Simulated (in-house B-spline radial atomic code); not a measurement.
Results of a calculation; reference values are marked as such.
**Mobility against doping in n-type InAs: single donors**

For InAs the NSM archive of the Ioffe Institute lists m* = 0.023 m0 and ε = 15.15, so a* = 34.86 nm and Ha* = 2.727 meV.

One parabolic, isotropic band at zero temperature, uniform dielectric constant, impurities scattering independently, no phonons and no central-cell term; real bands flatten as E_F rises, which lowers the mobility at the highest densities. In effective units each ion is a point charge Z in an electron gas; its screened potential is solved self-consistently in the LDA with open boundaries (B-splines, partial waves to l = 16), which gives the phase shifts δ_l at the Fermi level. All carriers come from single donors, N_D = n. μ = e/(ħ k_F N σ_tr); Brooks-Herring takes σ_Born = (2πZ²/k_F⁴)(ln(1 + b) − b/(1 + b)), b = π k_F in effective units. «Linear» is first order in Z with Lindhard's response and the LDA kernel.

```tsv
n (cm⁻³)	r_s	E_F (meV)	δ0 (rad)	σ_linear/σ_Born	σ_tr/σ_Born	μ, phase shifts (cm²/V·s)	μ, Brooks-Herring
8.62e14	1.87	1.44	0.999	1.64	1.88	68200	128000
1.51e15	1.55	2.09	0.872	1.52	1.81	60700	110000
2.69e15	1.28	3.06	0.758	1.43	1.71	55400	94800
4.87e15	1.05	4.55	0.654	1.35	1.60	51400	82300
8.53e15	0.871	6.62	0.568	1.29	1.51	48300	72700
1.52e16	0.719	9.71	0.492	1.24	1.42	45600	64600
2.69e16	0.594	14.2	0.427	1.20	1.34	43100	57900
4.76e16	0.491	20.8	0.370	1.17	1.28	40900	52400
8.49e16	0.405	30.6	0.320	1.14	1.23	38700	47600
1.5e17	0.335	44.7	0.278	1.11	1.19	36700	43600
```

Task: How does the mobility change over the table, and why by so much less than n?

Result: n grows 174-fold and μ goes from 68200 to 36700, a power n^-0.12 end to end. Since N ∝ k_F³ and σ_Born ∝ k_F⁻⁴ times a slow logarithm, the product k_F N σ holds no power of k_F: more scatterers meet faster electrons.

Task: Where does Brooks-Herring miss most, and for what reason?

Result: σ_tr/σ_Born is farthest from 1 near r_s = 1.87: 1.88. A better treatment of screening (Lindhard, exchange and correlation), still in first order, gives 1.64 there, and higher orders in Z multiply that by 1.15. At the densest row the two factors are 1.11 and 1.07. Attraction raises the scattering while δ0 is small; as δ0 grows, sin² saturates while first order keeps growing.
